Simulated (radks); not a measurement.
Values are calculated unless marked as measured or tabulated.
Valence configurations of the dysprosium ion Dy+ (all share [Xe]). Level of theory: scalar-relativistic Kohn-Sham, PBE, spin-polarised, spherical densities, point nucleus; open shells are filled with parallel spins first (spin-orbit coupling, left out, can overturn this in heavy ions) (a radial shooting solver on a logarithmic mesh with Libxc functionals). Energies are relative to 4f10 6s1; eigenvalues in eV for spin up.

valence          E (eV)  moment (Bohr magnetons)    e(4f)   e(5d)   e(6p)    e(6s)
4f10 6s1          0.000                        5  -10.735       -       -   -9.227
4f9.5 6s1.5       0.396                        5  -14.915       -       -   -9.899
4f10.5 6s0.5      1.265                        4   -7.230       -       -   -8.309
4f10 5d1          2.104                        5   -9.077  -6.168       -        -
4f9 6s2           2.256                        5  -19.539       -       -  -10.540
4f9 5d1 6s1       2.347                        7  -17.137  -8.854       -  -10.064
4f11              3.405                        3   -4.797       -       -        -
4f10 6p1          3.500                        5  -12.070       -  -6.444        -
4f9 6s1 6p1       5.503                        7  -20.718       -  -7.532  -11.714
4f9 6s0.5 6p1.5   7.591                        7  -21.355       -  -7.828  -12.001

NIST lists [Xe] 4f10 6s1 as the ground configuration; this level of theory agrees among the configurations tried. The energies are those of spherical high-spin densities, not of single terms.
